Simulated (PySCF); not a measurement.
Level of theory: r2SCAN-D4/def2-TZVP (PySCF). Gas-phase values, no solvent. 

Reference species (SMILES): `[SeH]` (neutral, multiplicity 2).

| Item | Result |
|---|---|
| highest occupied spin orbital | -6.08 eV |
| dipole moment | 0.61 D |

Changed species: `F[Si](F)F` (radical fragment; the reference has radical fragment).

**Question.** What does the change do to the highest occupied spin orbital and dipole moment?

**Answer.** the highest occupied spin orbital drops by 0.82 eV, to -6.90 eV; the dipole moment goes up by 0.49 D, to 1.10 D.
